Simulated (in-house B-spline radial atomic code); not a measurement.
## Ionising Br IV (Br3+) with different functionals

Computed with a radial B-spline atomic code at the basis-set limit: scalar-relativistic (spin-free X2C) Hamiltonian, Fermi nucleus of rms radius 4.1629 fm, spin-polarised at highest spin, spherical fractional occupations for the functionals, and exact exchange of hybrids averaged over the configuration. The ionisation energy is the difference of two self-consistent energies, [Ar] 3d10 4s2 4p2 → [Ar] 3d10 4s2 4p1, without Breit or QED terms; ε is the level of the shell that loses the electron (its least bound occupied spin orbital). There is no spin-orbit coupling in this Hamiltonian.

```json
{"method": "PBE0", "rung": "global hybrid", "ΔSCF (eV)": "46.96", "-ε(4p) (eV)": "42.56"}
{"method": "B3LYP", "rung": "global hybrid", "ΔSCF (eV)": "46.96", "-ε(4p) (eV)": "42.17"}
{"method": "TPSSh", "rung": "global hybrid", "ΔSCF (eV)": "47.01", "-ε(4p) (eV)": "41.71"}
{"method": "BHandHLYP", "rung": "global hybrid", "ΔSCF (eV)": "46.83", "-ε(4p) (eV)": "43.93"}
{"method": "r2SCAN0", "rung": "global hybrid", "ΔSCF (eV)": "47.22", "-ε(4p) (eV)": "42.90"}
{"method": "B97-1", "rung": "global hybrid", "ΔSCF (eV)": "46.80", "-ε(4p) (eV)": "42.16"}
{"method": "HSE06", "rung": "range-separated hybrid", "ΔSCF (eV)": "?", "-ε(4p) (eV)": "?"}
{"method": "wB97X", "rung": "range-separated hybrid", "ΔSCF (eV)": "?", "-ε(4p) (eV)": "?"}
{"method": "CAM-B3LYP", "rung": "range-separated hybrid", "ΔSCF (eV)": "46.97", "-ε(4p) (eV)": "43.98"}
{"method": "LC-wPBE", "rung": "range-separated hybrid", "ΔSCF (eV)": "47.05", "-ε(4p) (eV)": "45.64"}
```

What does HSE06 give?

ΔSCF 46.92 eV, and -ε(4p) = 42.10 eV.

What does wB97X give?

ΔSCF 46.67 eV, and -ε(4p) = 44.92 eV.

Among the functionals, which spreads more, the ΔSCF values or the orbital energies?

The orbital energies: ΔSCF values span about 0.55 eV and the orbital energies 3.94 eV; here energy differences depend much less on the functional than eigenvalues do.

How do they compare with the NIST value?

NIST lists 47.78 eV ± 0.012 (measured, ground level to ground level). Errors run from -1.11 to -0.56 eV. The correlated functionals all miss on the same side by more than they spread, so the cause is common to them (spin-orbit coupling, Breit-QED terms, multiplet and fine-structure energies, or a listed next ion that isn't the cheapest removal here) and closeness doesn't rank the functionals.
